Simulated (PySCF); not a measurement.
Species: NH3BH2NH2BH2NH2BH3, B₃H₁₄N₃.
Atom-mapped SMILES: `[BH3-:1][NH2+:2][BH2-:3][NH2+:4][BH2-:5][NH3+:6]` (hydrogens: H7, H8, H9 on B1; H10, H11 on N2; H12, H13 on B3; H14, H15 on N4; H16, H17 on B5; H18, H19, H20 on N6)

Geometry (PBE0-D3(BJ)/def2-SVP, Å), atoms numbered from 1 in this order:
```
atom  x, y, z in Å
B1    -1.468   -0.048    1.198
N2    -1.858   -0.034   -0.353
B3    -0.727    0.040   -1.453
N4     0.304    1.167   -0.996
B5     1.746    0.750   -0.523
N6     1.561   -0.537    0.400
H7    -2.488   -0.038    1.873
H8    -0.827   -1.084    1.417
H9    -0.786    0.954    1.447
H10   -2.527    0.723   -0.498
H11   -2.397   -0.879   -0.542
H12   -0.172   -1.054   -1.515
H13   -1.213    0.348   -2.534
H14    0.419    1.836   -1.755
H15   -0.131    1.683   -0.225
H16    2.434    0.437   -1.480
H17    2.241    1.632    0.164
H18    1.354   -1.356   -0.176
H19    0.745   -0.447    1.036
H20    2.401   -0.720    0.948
```

Theory: core-valence-separated Tamm–Dancoff BHandHLYP/aug-pcX-1 (pcseg-1 on H) in PySCF, non-relativistic, gas phase, PBE0-D3(BJ)/def2-SVP geometry.

Computed boron K-edge spectrum, Gaussian lines of 0.3 eV full width, highest printed point 100; it ends one width below the last computed root. No shift to experiment was applied.

photon energy (eV), absorption and a bar:
```
    188.4          1 
    188.5          4 #
    188.6         13 ####
    188.7         21 ######
    188.8         19 ######
    188.9         13 ####
    189.0         14 ####
    189.1         23 #######
    189.2         34 ##########
    189.3         36 ###########
    189.4         26 ########
    189.5         21 ######
    189.6         38 ###########
    189.7         68 ####################
    189.8         83 #########################
    189.9         78 #######################
    190.0         78 #######################
    190.1         91 ###########################
    190.2        100 ##############################
    190.3         91 ###########################
    190.4         67 ####################
    190.5         46 ##############
```

Assign the maxima to core holes.

4 maxima:
- 188.7 eV: B1 (four-coordinate boron), 188.73 eV, f = 0.009, 99 % of the height at the exact maximum
- 189.3 eV: B1 (four-coordinate boron), 189.30 eV, f = 0.014, 84 % of the height at the exact maximum; B1 (four-coordinate boron), 189.11 eV, f = 0.006, 16 % of the height at the exact maximum
- 189.8 eV: B5 (four-coordinate boron), 189.79 eV, f = 0.016, 44 % of the height at the exact maximum; B3 (four-coordinate boron), 189.70 eV, f = 0.014, 26 % of the height at the exact maximum; B1 (four-coordinate boron), 189.93 eV, f = 0.008, 15 % of the height at the exact maximum
- 190.2 eV: B5 (four-coordinate boron), 190.18 eV, f = 0.013, 30 % of the height at the exact maximum; B3 (four-coordinate boron), 190.26 eV, f = 0.011, 22 % of the height at the exact maximum; B3 (four-coordinate boron), 190.08 eV, f = 0.014, 20 % of the height at the exact maximum; B1 (four-coordinate boron), 190.37 eV, f = 0.014, 14 % of the height at the exact maximum

Further lines of some strength in the range: B1, 189.87 eV, f = 0.004; B1, 190.22 eV, f = 0.004.

Roots within 0.03 eV on the same or equivalent atoms count as one line; shares under 12 % aren't listed.

Vibrational structure and lifetime widths aren't in the curve. The ionisation threshold wasn't computed; near and above it a finite basis only mimics Rydberg series and continuum.

One conformer stands for the species.
